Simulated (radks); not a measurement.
Q: Valence configurations of the praseodymium ion Pr+ (all share [Xe]). Calculated with a radial shooting solver on a logarithmic mesh with Libxc functionals: non-relativistic Kohn-Sham, r2SCAN, spin-polarised, spherical densities, point nucleus; open shells are filled with parallel spins first (spin-orbit coupling, left out, can overturn this in heavy ions); meta-GGA in the generalised Kohn-Sham scheme; relativity is left out, which matters for an element this heavy. Order these by energy: 4f3 5d0.5 6s0.5; 4f2 6s1 6p1; 4f3 6p1; 4f2 6s2; 4f3 6s1; 4f2 5d1 6s1; 4f1.5 5d2 6s0.5; 4f1 5d1 6p2; 4f3 5d1; 4f3.5 6s0.5.

A: From the lowest, in eV above it: 4f3.5 6s0.5 0.000; 4f3 6s1 0.441; 4f3 5d0.5 6s0.5 0.534; 4f3 5d1 0.576; 4f3 6p1 2.967; 4f2 5d1 6s1 4.883; 4f2 6s2 7.166; 4f1.5 5d2 6s0.5 8.110; 4f2 6s1 6p1 9.019; 4f1 5d1 6p2 22.790. NIST lists [Xe] 4f3 6s1 as the ground configuration; this level of theory puts 4f3.5 6s0.5 lower, by 0.441 eV. The energies are those of spherical high-spin densities, not of single terms. Relativity is left out, which favours d and f over s occupation in heavy atoms.
